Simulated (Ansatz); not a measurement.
`C=[CH][SnH]([Cl])[Cl]` + H₂S → `[SH][SnH]([Cl])[Cl]` + `C=C` at 400 K and 1 bar (ligand exchange at the Sn–C bond).

Gas-phase electronic energies from Ansatz, PBE0-D4/def2-TZVP geometries. CBS: MP2 limit from def2 TZ/QZ plus the TZ coupled-cluster correction, frozen cores. This one scheme is used for every species. def2 core potentials past Kr. For Sn outer-core shells are correlated without core-valence functions, which leaves a few kJ/mol of doubt a bond. One conformer a species, not always the lowest.

| species | CCSD(T)/CBS energy (Eh) | H − E (kJ/mol) | S (J/(mol·K)) |
| --- | --- | --- | --- |
| `C=[CH][SnH]([Cl])[Cl]` | -1212.15837 | 169.7 | 416.7 |
| H₂S | -398.97279 | 53.4 | 215.9 |
| `[SH][SnH]([Cl])[Cl]` | -1532.67433 | 80.0 | 407.8 |
| `C=C` | -78.48111 | 149.4 | 232.7 |

H − E and S are ideal-gas, rigid-rotor, harmonic terms from PBE0-D4/def2-TZVP, for one conformer and one mirror image of each species. 1 Eh = 2625.50 kJ/mol, R = 8.31446 J/(mol·K).

**Question.** By hand: ΔE, ΔH, ΔS and ΔG.

**Answer.** ΔE = (-1532.67433) + (-78.48111) − (-1212.15837) − (-398.97279) = -0.02428 Eh = -63.7 kJ/mol. Δ(H − E) = 80.0 + 149.4 − 169.7 − 53.4 = 6.3, so ΔH = -57.4 kJ/mol. ΔS = 407.8 + 232.7 − 416.7 − 215.9 = 7.9 J/(mol·K). ΔG = -57.4 − 400 × (7.9)/1000 = -60.6 kJ/mol.

**Question.** By hand: the equilibrium constant, and the temperature at which ΔG would vanish if ΔH and ΔS stayed fixed.

**Answer.** log₁₀ K = −ΔG/(RT ln 10) = 7.9. ΔH and −TΔS have one sign here, so there is no such temperature.

The number of gas molecules stays the same, so ΔS is small and ΔH decides. A doubt of 5 kJ/mol in ΔE shifts log₁₀ K by 0.7 here. Other conformers and mirror images would add mixing entropy, several J/(mol·K) or more a flexible species. Modes under 60 cm⁻¹, often nearly free rotors, make the harmonic entropy too high. These are equilibria of isolated gas molecules and say nothing of rates. Largest T1 diagnostic: 0.012 (customary marks: 0.02 for closed shells, 0.045 for open ones).

ΔS is within the doubt of such terms, so its sign, and with it that verdict, could turn.
